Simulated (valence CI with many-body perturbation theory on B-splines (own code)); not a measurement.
E1 transitions of Ru28+

Calculated by valence CI with perturbative core correlation (CI+MBPT): six valence electrons over a frozen Dirac-Fock core [Ne], a basis of 9 s, 9 p, 8 d, 6 f, 3 g, 1 h functions for each j, with the one-electron correlation potential Σ1 (screened to all orders), the two-electron term Σ2, the three-electron term Σ3, Breit, model QED; selected single and double excitations, second order for the rest, scaled by the run's own slope (own B-spline code, finite nucleus).

The last digits are not significant, and no measured levels were compared; by estimate large intervals hold to a few tenths of a per cent, small ones and those within an open d or f shell to about a per cent. Among the levels kept, up to 1500 cm⁻¹ of a level comes from second order outside the variational space, and about a tenth of that is noise between levels of different J, which matters for small intervals.

Lines 1 to 50 of 82 in falling wavelength, among levels below 180.78 eV, chosen from the strongest by gf and those to the six lowest levels. Wavelengths and rates use the calculated energies. Electric multipoles are in the length gauge, E1 and E2 with the static RPA response of the core. Weak lines are less certain than strong ones. Lines between different terms over intervals too small for the method are left out, as are lines whose strength nearly cancels. The highest levels of a list are the least certain.

Levels are named by their leading jj configuration (3d3/2^4 stands for four electrons in 3d with j = 3/2), which in mixed levels can hold well under half, so a name can repeat and another be missing. Letters in brackets count levels of one name in rising energy.

| λ vac (nm) | Upper | Lower | A (s⁻¹) | S (a.u.) |
| --- | --- | --- | --- | --- |
| 26.15 | (3s^2 3p1/2^2 3p3/2 3d3/2) J=1 [a] | (3s^2 3p3/2^4) J=0 | 4.64e+07 | 1.23e-03 |
| 20.55 | (3s^2 3p1/2^2 3p3/2 3d3/2) J=1 [b] | (3s^2 3p3/2^4) J=0 | 8.87e+07 | 1.14e-03 |
| 17.07 | (3s 3p1/2^2 3p3/2^3) J=2 | (3s^2 3p1/2 3p3/2^3) J=2 | 1.45e+09 | 1.78e-02 |
| 16.68 | (3s 3p1/2 3p3/2^4) J=1 | (3s^2 3p3/2^4) J=0 | 9.49e+08 | 6.52e-03 |
| 16.44 | (3s^2 3p1/2 3p3/2^2 3d3/2) J=1 [a] | (3s^2 3p3/2^4) J=0 | 7.95e+06 | 5.23e-05 |
| 15.85 | (3s 3p1/2^2 3p3/2^3) J=2 | (3s^2 3p1/2 3p3/2^3) J=1 | 2.43e+09 | 2.39e-02 |
| 15.65 | (3s^2 3p1/2^2 3p3/2 3d3/2) J=1 [a] | (3s^2 3p1/2 3p3/2^3) J=2 | 2.04e+09 | 1.16e-02 |
| 14.79 | (3s^2 3p1/2 3p3/2^2 3d5/2) J=1 [a] | (3s^2 3p3/2^4) J=0 | 3.70e+08 | 1.77e-03 |
| 14.69 | (3s^2 3p1/2^2 3p3/2 3d3/2) J=2 | (3s^2 3p1/2 3p3/2^3) J=2 | 1.14e+07 | 8.87e-05 |
| 14.63 | (3s^2 3p1/2^2 3p3/2 3d3/2) J=1 [a] | (3s^2 3p1/2 3p3/2^3) J=1 | 1.12e+09 | 5.18e-03 |
| 14.39 | (3s^2 3p1/2^2 3p3/2 3d3/2) J=3 | (3s^2 3p1/2 3p3/2^3) J=2 | 1.20e+07 | 1.24e-04 |
| 13.78 | (3s^2 3p1/2^2 3p3/2 3d3/2) J=2 | (3s^2 3p1/2 3p3/2^3) J=1 | 8.07e+07 | 5.21e-04 |
| 13.55 | (3s^2 3p1/2^2 3p3/2 3d3/2) J=0 | (3s^2 3p1/2 3p3/2^3) J=1 | 4.34e+05 | 5.33e-07 |
| 13.46 | (3s^2 3p1/2^2 3p3/2 3d3/2) J=1 [b] | (3s^2 3p1/2 3p3/2^3) J=2 | 1.15e+09 | 4.13e-03 |
| 12.85 | (3s^2 3p1/2^2 3p3/2 3d5/2) J=2 | (3s^2 3p1/2 3p3/2^3) J=2 | 7.71e+08 | 4.03e-03 |
| 12.75 | (3s^2 3p1/2 3p3/2^2 3d5/2) J=1 [b] | (3s^2 3p3/2^4) J=0 | 9.00e+08 | 2.76e-03 |
| 12.69 | (3s^2 3p1/2^2 3p3/2 3d3/2) J=1 [b] | (3s^2 3p1/2 3p3/2^3) J=1 | 1.93e+09 | 5.85e-03 |
| 12.15 | (3s^2 3p1/2^2 3p3/2 3d5/2) J=2 | (3s^2 3p1/2 3p3/2^3) J=1 | 9.04e+08 | 4.00e-03 |
| 12.04 | (3s^2 3p1/2^2 3p3/2 3d5/2) J=3 | (3s^2 3p1/2 3p3/2^3) J=2 | 5.13e+07 | 3.10e-04 |
| 12.01 | (3s^2 3p1/2^2 3p3/2 3d3/2) J=1 [a] | (3s^2 3p1/2^2 3p3/2^2) J=0 | 1.57e+09 | 4.03e-03 |
| 11.73 | (3s 3p1/2^2 3p3/2^3) J=2 | (3s^2 3p1/2^2 3p3/2^2) J=2 | 8.22e+09 | 3.27e-02 |
| 11.68 | (3s 3p1/2 3p3/2^4) J=1 | (3s^2 3p1/2 3p3/2^3) J=2 | 7.60e+09 | 1.79e-02 |
| 11.62 | (3s^2 3p1/2 3p3/2^2 3d3/2) J=1 [b] | (3s^2 3p3/2^4) J=0 | 4.08e+07 | 9.48e-05 |
| 11.62 | (3s 3p1/2 3p3/2^4) J=0 | (3s^2 3p1/2 3p3/2^3) J=1 | 1.52e+10 | 1.18e-02 |
| 11.56 | (3s^2 3p1/2 3p3/2^2 3d3/2) J=1 [a] | (3s^2 3p1/2 3p3/2^3) J=2 | 4.66e+07 | 1.07e-04 |
| 11.40 | (3s^2 3p1/2 3p3/2^2 3d3/2) J=2 [a] | (3s^2 3p1/2 3p3/2^3) J=2 | 8.84e+06 | 3.23e-05 |
| 11.12 | (3s^2 3p1/2 3p3/2^2 3d3/2) J=3 [a] | (3s^2 3p1/2 3p3/2^3) J=2 | 3.65e+07 | 1.73e-04 |
| 11.10 | (3s^2 3p1/2 3p3/2^2 3d3/2) J=1 [c] | (3s^2 3p3/2^4) J=0 | 6.76e+08 | 1.37e-03 |
| 11.10 | (3s 3p1/2 3p3/2^4) J=1 | (3s^2 3p1/2 3p3/2^3) J=1 | 9.82e+08 | 1.99e-03 |
| 11.04 | (3s^2 3p1/2^2 3p3/2 3d3/2) J=1 [a] | (3s^2 3p1/2^2 3p3/2^2) J=2 | 6.74e+09 | 1.34e-02 |
| 10.99 | (3s^2 3p1/2 3p3/2^2 3d3/2) J=1 [a] | (3s^2 3p1/2 3p3/2^3) J=1 | 3.93e+07 | 7.73e-05 |
| 10.84 | (3s^2 3p1/2 3p3/2^2 3d3/2) J=2 [a] | (3s^2 3p1/2 3p3/2^3) J=1 | 1.17e+08 | 3.70e-04 |
| 10.83 | (3s^2 3p1/2 3p3/2^2 3d5/2) J=3 [a] | (3s^2 3p1/2 3p3/2^3) J=2 | 7.18e+07 | 3.15e-04 |
| 10.72 | (3s^2 3p1/2 3p3/2^2 3d5/2) J=1 [a] | (3s^2 3p1/2 3p3/2^3) J=2 | 1.02e+10 | 1.86e-02 |
| 10.72 | (3s^2 3p1/2 3p3/2^2 3d3/2) J=0 | (3s^2 3p1/2 3p3/2^3) J=1 | 2.73e+09 | 1.66e-03 |
| 10.67 | (3s^2 3p1/2^2 3p3/2 3d3/2) J=1 [b] | (3s^2 3p1/2^2 3p3/2^2) J=0 | 3.37e+09 | 6.07e-03 |
| 10.55 | (3s^2 3p1/2^2 3p3/2 3d3/2) J=2 | (3s^2 3p1/2^2 3p3/2^2) J=2 | 2.14e+09 | 6.19e-03 |
| 10.40 | (3s^2 3p1/2^2 3p3/2 3d3/2) J=3 | (3s^2 3p1/2^2 3p3/2^2) J=2 | 6.19e+08 | 2.40e-03 |
| 10.23 | (3s^2 3p1/2 3p3/2^2 3d5/2) J=1 [a] | (3s^2 3p1/2 3p3/2^3) J=1 | 7.64e+07 | 1.21e-04 |
| 10.09 | (3s^2 3p1/2 3p3/2^2 3d3/2) J=2 [b] | (3s^2 3p1/2 3p3/2^3) J=2 | 1.97e+08 | 5.00e-04 |
| 9.902 | (3s^2 3p1/2^2 3p3/2 3d3/2) J=1 [b] | (3s^2 3p1/2^2 3p3/2^2) J=2 | 2.40e+10 | 3.45e-02 |
| 9.650 | (3s^2 3p1/2 3p3/2^2 3d3/2) J=2 [b] | (3s^2 3p1/2 3p3/2^3) J=1 | 1.41e+09 | 3.13e-03 |
| 9.610 | (3s^2 3p1/2 3p3/2^2 3d5/2) J=1 [b] | (3s^2 3p1/2 3p3/2^3) J=2 | 1.10e+10 | 1.45e-02 |
| 9.567 | (3s^2 3p1/2^2 3p3/2 3d5/2) J=2 | (3s^2 3p1/2^2 3p3/2^2) J=2 | 2.08e+10 | 4.50e-02 |
| 9.525 | (3s 3p1/2 3p3/2^4) J=1 | (3s^2 3p1/2^2 3p3/2^2) J=0 | 7.20e+09 | 9.21e-03 |
| 9.446 | (3s^2 3p1/2 3p3/2^2 3d3/2) J=1 [a] | (3s^2 3p1/2^2 3p3/2^2) J=0 | 7.07e+09 | 8.83e-03 |
| 9.377 | (3s^2 3p1/2 3p3/2^2 3d5/2) J=2 [a] | (3s^2 3p1/2 3p3/2^3) J=2 | 3.19e+06 | 6.48e-06 |
| 9.289 | (3s^2 3p1/2 3p3/2^2 3d3/2) J=2 [c] | (3s^2 3p1/2 3p3/2^3) J=2 | 1.35e+08 | 2.68e-04 |
| 9.219 | (3s^2 3p1/2 3p3/2^2 3d3/2) J=3 [b] | (3s^2 3p1/2 3p3/2^3) J=2 | 1.20e+10 | 3.24e-02 |
| 9.213 | (3s^2 3p1/2 3p3/2^2 3d5/2) J=1 [b] | (3s^2 3p1/2 3p3/2^3) J=1 | 1.53e+10 | 1.77e-02 |
